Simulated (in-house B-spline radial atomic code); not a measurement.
# The thulium ion Tm⁶³⁺: [He] 2s2 2p2

Computed with an all-electron radial atomic-structure program (B-spline basis): Dirac-Kohn-Sham wB97X, spherical fractional occupations, Fermi nucleus of rms radius 5.2256 fm.

Z_r = [3n² - l(l+1)]/(2<r>); Z_e = n√(-2ε); the last column is Slater's effective charge. Values are occupation-weighted means over j. An effective charge above Z reflects the relativistic contraction of the inner shells.

```json
{"shell": "1s", "electrons": "2", "ε (eV)": "-66031", "<r> (bohr)": "0.01995", "Z_r": "75.19", "Z_e": "69.66", "Slater": "68.70"}
{"shell": "2s", "electrons": "2", "ε (eV)": "-15853", "<r> (bohr)": "0.08117", "Z_r": "73.92", "Z_e": "68.27", "Slater": "66.25"}
{"shell": "2p", "electrons": "2", "ε (eV)": "-14836", "<r> (bohr)": "0.07157", "Z_r": "69.86", "Z_e": "66.04", "Slater": "66.25"}
```

The least bound orbital is 2p3/2 at -14480 eV, while the most diffuse is 2s1/2 (<r> = 0.08117 bohr against 0.07382 bohr): energy order and size order differ.

Spin-orbit splittings of the orbital energies (j = l + 1/2 above j = l - 1/2 when positive): 2p 1078 eV.

For the 1s electron the small component carries 6.71 % of the norm, the zero-frequency Breit interaction raises the level by 154.5 eV, self-energy by 118.6 eV, and vacuum polarisation lowers it by 20.83 eV.

Caution: exact exchange at fractional occupations of open shells leaves self-interaction of up to several eV.
